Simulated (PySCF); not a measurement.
Bromine: a sound run and one with changed settings

Sound run: Br²⁺ [Ar] 3d10 4s2 4p3, Br³⁺ [Ar] 3d10 4s2 4p2. Calculation: PySCF 2.14, in cc-pVDZ-PP with ECP10MDF; scalar relativity through the core potential. The sound run starts from symmetry-adapted Hartree-Fock orbitals and uses a fine grid where one is needed.

Changed run: 14 angular points. This setting is unsound on purpose.

```
species  method  sound run (hartree)  changed run (hartree)  converged
   Br²⁺     UHF           -414.33728             -414.33728        yes
   Br²⁺     LDA           -414.96392             -414.96392        yes
   Br²⁺  r2SCAN           -415.44874             -415.44874        yes
   Br³⁺     UHF           -413.06527             -413.06527        yes
   Br³⁺     LDA           -413.67126             -413.67192        yes
   Br³⁺  r2SCAN           -414.14850             -414.15136        yes
```

Ionisation energy of Br²⁺:

```
method  sound run (eV)  changed run (eV)
   UHF          34.613            34.613
   LDA          35.175            35.157
r2SCAN          35.381            35.303
```

A coarse angular grid integrates products of high-l functions wrongly, so density functionals can shift, and the SCF can exploit the error; Hartree-Fock and MP2 need no grid.

For comparison, NIST gives 34.871 ± 0.019 eV between the lowest levels.
